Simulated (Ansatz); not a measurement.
Correlation energies of C2H8AlFO, SMILES `[CH3][Al-]([CH3])([OH2+])[F]` by basis set

Cartesian coordinates in Å:
```
C 0.764 -0.884 1.561
Al -0.170 -0.429 -0.091
C 0.710 0.504 -1.575
O -1.557 0.945 0.442
F -1.433 -1.465 -0.525
H 1.340 -0.039 1.952
H 0.076 -1.207 2.348
H 1.474 -1.703 1.404
H 0.020 0.777 -2.381
H 1.223 1.417 -1.251
H 1.479 -0.130 -2.030
H -1.545 1.739 -0.103
H -2.382 0.476 0.249
```

Total charge 0; spin multiplicity 1. Geometry: relaxed with PBE0-D4/def2-TZVP. It is one conformer, not always the lowest. Frozen core, restricted reference, Ansatz. CBS rows extrapolate triple and quadruple zeta; past MP2 they add the triple-zeta difference.

```
     basis     HF (Eh)  MP2 corr.
  def2-SVP  -496.46151   -0.74896
def2-TZVPP  -496.85691   -0.95578
def2-QZVPP  -496.87674   -1.03058
```

**Question.** Estimate the CCSD correlation energy and the (T) correction in each basis where they were run (hartree).

**Answer.** 
```csv
basis,CCSD corr.,(T)
def2-SVP,-0.79783,-0.01635
def2-TZVPP,-0.99496,-0.03233
CBS(def2),-1.12518,as TZ
```
